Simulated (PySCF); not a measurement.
MoCl3H3, SMILES [Cl][MoH3]([Cl])[Cl], multiplicity 1.

Coordinates come from a PBE-D3(BJ)/def2-SVP optimisation. The spin state was assumed, not searched. The structure was generated by enumeration; whether it is a known compound was not checked. The def2 effective core potentials stand for the cores of Mo; spin–orbit coupling is left out.

Level of theory: PySCF with ωB97X/def2-TZVP.

The total energy comes out as -1450.70554 hartree, the point group is C3v and the highest occupied level is -10.81 eV. The lowest empty level is -1.83 eV, the orbital gap is 8.98 eV and the dipole moment is 0.17 D. The quadrupole, principal values (traceless, Buckingham form, about the centre of nuclear charge) is -2.57, -2.57, 5.14 D·Å. The mean static polarisability comes out as 84.1 bohr³ (12.45 Å³) and the polarisability, principal values is 61.2, 95.5, 95.5 bohr³.
